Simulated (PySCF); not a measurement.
C₂H₆Mg, triplet, at a GFN2-xTB geometry (such geometries of metal compounds can be far from the true shape) (a higher spin typed on purpose: for a closed-shell molecule this is an excited state); HF/def2-SV(P) (PySCF).

Input for PySCF:
```python
from pyscf import gto, scf

mol = gto.Mole()
mol.atom = '''
Mg
C  1 2.311610
H  2 1.084874 1 106.760315
H  2 1.084843 3 112.054428 1 116.810072
H  2 1.084929 4 112.048922 3 -126.935504
C  1 2.311610 5 157.456904 2 -178.729471
H  6 1.084929 1 106.519091 5 56.446704
H  6 1.084874 7 112.040079 1 116.395388
H  6 1.084843 8 112.054428 7 -126.940267
'''
mol.basis = 'def2-sv(p)'
mol.charge = 0
mol.spin = 2
mol.verbose = 4
mol.build()

mf = scf.UHF(mol)
mf.kernel()
mf.analyze()
```

It wrote (shortened):

```
PySCF version 2.14.0

[INPUT] verbose = 4
[INPUT] num. atoms = 9
[INPUT] num. electrons = 30
[INPUT] charge = 0
[INPUT] spin (= nelec alpha-beta = 2S) = 2
[INPUT] symmetry False subgroup None
[INPUT] Mole.unit = angstrom
[INPUT] Symbol           X                Y                Z      unit          X                Y                Z       unit  Magmom
[...]
nuclear repulsion = 74.5607947995511
number of shells = 32
number of NR pGTOs = 108
number of NR cGTOs = 58
basis = def2-sv(p)
ecp = {}

******** <class 'pyscf.scf.uhf.UHF'> ********
method = UHF
initial guess = minao
damping factor = 0
level_shift factor = 0
DIIS = <class 'pyscf.scf.diis.CDIIS'>
diis_start_cycle = 1
diis_space = 8
diis_damp = 0
SCF conv_tol = 1e-09
SCF conv_tol_grad = None
SCF max_cycles = 50
direct_scf = True
direct_scf_tol = 1e-13
number electrons alpha = 16  beta = 14
Set gradient conv threshold to 3.16228e-05
init E= -278.458044848235

cycle= 1 E= -278.499351783159  delta_E= -0.0413  |g|= 0.176  |ddm|= 2.25
cycle= 2 E= -278.529832990182  delta_E= -0.0305  |g|= 0.0618  |ddm|= 0.516
cycle= 3 E= -278.535575340518  delta_E= -0.00574  |g|= 0.0277  |ddm|= 0.264
cycle= 4 E= -278.536720949134  delta_E= -0.00115  |g|= 0.0138  |ddm|= 0.0965
cycle= 5 E= -278.537367359464  delta_E= -0.000646  |g|= 0.00405  |ddm|= 0.0957
cycle= 6 E= -278.537419620596  delta_E= -5.23e-05  |g|= 0.00148  |ddm|= 0.0262
cycle= 7 E= -278.537430530001  delta_E= -1.09e-05  |g|= 0.000938  |ddm|= 0.0111
cycle= 8 E= -278.53743943483  delta_E= -8.9e-06  |g|= 0.000874  |ddm|= 0.008
cycle= 9 E= -278.537445052398  delta_E= -5.62e-06  |g|= 0.00088  |ddm|= 0.00503
cycle= 10 E= -278.537428395723  delta_E= 1.67e-05  |g|= 0.000846  |ddm|= 0.015
cycle= 11 E= -278.53729617498  delta_E= 0.000132  |g|= 0.000767  |ddm|= 0.167
cycle= 12 E= -278.537287899037  delta_E= 8.28e-06  |g|= 0.000707  |ddm|= 0.0167
cycle= 13 E= -278.537268471505  delta_E= 1.94e-05  |g|= 0.000692  |ddm|= 0.0443
cycle= 14 E= -278.537220903739  delta_E= 4.76e-05  |g|= 0.00101  |ddm|= 0.107
cycle= 15 E= -278.537314265987  delta_E= -9.34e-05  |g|= 0.000721  |ddm|= 0.199
cycle= 16 E= -278.537312356167  delta_E= 1.91e-06  |g|= 0.000672  |ddm|= 0.00342
cycle= 17 E= -278.537265331477  delta_E= 4.7e-05  |g|= 0.000903  |ddm|= 0.0956
cycle= 18 E= -278.537285208247  delta_E= -1.99e-05  |g|= 0.00075  |ddm|= 0.0448
cycle= 19 E= -278.537313340918  delta_E= -2.81e-05  |g|= 0.000819  |ddm|= 0.0532
cycle= 20 E= -278.537277370866  delta_E= 3.6e-05  |g|= 0.000743  |ddm|= 0.0707
cycle= 21 E= -278.537279607849  delta_E= -2.24e-06  |g|= 0.000717  |ddm|= 0.00488
cycle= 22 E= -278.537284544894  delta_E= -4.94e-06  |g|= 0.000718  |ddm|= 0.0109
cycle= 23 E= -278.537256580658  delta_E= 2.8e-05  |g|= 0.000756  |ddm|= 0.0663
cycle= 24 E= -278.537291892809  delta_E= -3.53e-05  |g|= 0.000895  |ddm|= 0.0828
cycle= 25 E= -278.537288223102  delta_E= 3.67e-06  |g|= 0.000859  |ddm|= 0.00777
cycle= 26 E= -278.537297609267  delta_E= -9.39e-06  |g|= 0.000941  |ddm|= 0.0192
cycle= 27 E= -278.537277681311  delta_E= 1.99e-05  |g|= 0.000724  |ddm|= 0.0433
cycle= 28 E= -278.537254490189  delta_E= 2.32e-05  |g|= 0.000415  |ddm|= 0.0585
cycle= 29 E= -278.537251215879  delta_E= 3.27e-06  |g|= 0.000409  |ddm|= 0.00821
cycle= 30 E= -278.537271936898  delta_E= -2.07e-05  |g|= 0.00045  |ddm|= 0.0518
cycle= 31 E= -278.537260707232  delta_E= 1.12e-05  |g|= 0.000436  |ddm|= 0.0278
cycle= 32 E= -278.537257074138  delta_E= 3.63e-06  |g|= 0.000469  |ddm|= 0.00909
cycle= 33 E= -278.53724875328  delta_E= 8.32e-06  |g|= 0.000501  |ddm|= 0.0206
cycle= 34 E= -278.537246910912  delta_E= 1.84e-06  |g|= 0.000526  |ddm|= 0.00438
cycle= 35 E= -278.537136796161  delta_E= 0.00011  |g|= 0.00162  |ddm|= 0.155
cycle= 36 E= -278.537215706858  delta_E= -7.89e-05  |g|= 0.000809  |ddm|= 0.0908
cycle= 37 E= -278.537190114531  delta_E= 2.56e-05  |g|= 0.00111  |ddm|= 0.0372
cycle= 38 E= -278.537186899464  delta_E= 3.22e-06  |g|= 0.00116  |ddm|= 0.00389
[...]
SCF not converged.
SCF energy = -278.53717827374 after 50 cycles  <S^2> = 2.0875395  2S+1 = 3.0578028
**** SCF Summaries ****
Total Energy =                        -278.537178273739585
Nuclear Repulsion Energy =              74.560794799551061
One-electron Energy =                 -532.161684981155418
Two-electron Energy =                  179.063711907864786
Two-electron Coulomb Energy =          207.466241683934044
DFT Exchange-Correlation Energy =      -28.402529776069258
**** MO energy ****
                             alpha | beta                alpha | beta
[...]
To work with the spin densities directly, `use mulliken_meta_spin()` only printing them here.

 ** Mulliken spin pop alpha/beta on meta-lowdin orthogonal AOs **
 ** Mulliken Spin Density (per AO)  **
spin_pop of  0 Mg 1s        0.00000
spin_pop of  0 Mg 2s       -0.00000
spin_pop of  0 Mg 3s        0.20458
spin_pop of  0 Mg 4s        0.06702
spin_pop of  0 Mg 2px       0.00002
spin_pop of  0 Mg 2py      -0.00000
spin_pop of  0 Mg 2pz      -0.00000
spin_pop of  0 Mg 3px       0.00431
spin_pop of  0 Mg 3py       0.03288
spin_pop of  0 Mg 3pz       0.00006
spin_pop of  0 Mg 4px       0.00574
spin_pop of  0 Mg 4py       0.00015
spin_pop of  0 Mg 4pz       0.00003
spin_pop of  0 Mg 3dxy     -0.00000
spin_pop of  0 Mg 3dyz     -0.00001
spin_pop of  0 Mg 3dz^2     0.00404
spin_pop of  0 Mg 3dxz     -0.00003
spin_pop of  0 Mg 3dx2-y2    0.01435
spin_pop of  1 C 1s       -0.00000
spin_pop of  1 C 2s        0.13367
spin_pop of  1 C 3s        0.00422
spin_pop of  1 C 2px       0.70969
spin_pop of  1 C 2py       0.03395
spin_pop of  1 C 2pz       0.03392
spin_pop of  1 C 3px       0.00745
spin_pop of  1 C 3py       0.00050
spin_pop of  1 C 3pz      -0.00002
spin_pop of  1 C 3dxy     -0.00025
spin_pop of  1 C 3dyz      0.00005
spin_pop of  1 C 3dz^2    -0.00007
spin_pop of  1 C 3dxz     -0.00028
spin_pop of  1 C 3dx2-y2   -0.00031
spin_pop of  2 H 1s       -0.02999
spin_pop of  2 H 2s        0.00012
spin_pop of  3 H 1s       -0.02926
spin_pop of  3 H 2s        0.00008
spin_pop of  4 H 1s       -0.03058
spin_pop of  4 H 2s        0.00054
spin_pop of  5 C 1s       -0.00000
spin_pop of  5 C 2s        0.13367
spin_pop of  5 C 3s        0.00422
spin_pop of  5 C 2px       0.70931
spin_pop of  5 C 2py       0.03433
spin_pop of  5 C 2pz       0.03393
spin_pop of  5 C 3px       0.00740
spin_pop of  5 C 3py       0.00056
spin_pop of  5 C 3pz      -0.00002
spin_pop of  5 C 3dxy     -0.00025
spin_pop of  5 C 3dyz      0.00005
spin_pop of  5 C 3dz^2    -0.00007
spin_pop of  5 C 3dxz     -0.00028
spin_pop of  5 C 3dx2-y2   -0.00031
spin_pop of  6 H 1s       -0.03058
spin_pop of  6 H 2s        0.00054
spin_pop of  7 H 1s       -0.02999
spin_pop of  7 H 2s        0.00012
spin_pop of  8 H 1s       -0.02926
spin_pop of  8 H 2s        0.00008
 ** Mulliken Spin Density (per atom)  **
spin density of  0 Mg =      0.33314
spin density of  1 C =      0.92252
spin density of  2 H =     -0.02987
spin density of  3 H =     -0.02918
spin density of  4 H =     -0.03003
spin density of  5 C =      0.92252
spin density of  6 H =     -0.03003
spin density of  7 H =     -0.02987
spin density of  8 H =     -0.02918
 ** Mulliken pop alpha/beta on meta-lowdin orthogonal AOs **
 ** Mulliken pop       alpha | beta **
In total            16.00000 | 14.00000
 ** Mulliken atomic charges   ( Nelec_alpha | Nelec_beta ) **
charge of  0Mg =      0.29513  (     6.01900      5.68587 )
charge of  1C =     -0.43419  (     3.67836      2.75584 )
charge of  2H =      0.09547  (     0.43733      0.46720 )
charge of  3H =      0.09121  (     0.43980      0.46899 )
charge of  4H =      0.09994  (     0.43501      0.46505 )
charge of  5C =     -0.43419  (     3.67836      2.75584 )
charge of  6H =      0.09994  (     0.43501      0.46505 )
charge of  7H =      0.09547  (     0.43733      0.46720 )
charge of  8H =      0.09121  (     0.43980      0.46899 )
Dipole moment(X, Y, Z, Debye): -0.01338,  1.51505,  0.02808
```

The run did not converge; its last values are not results.
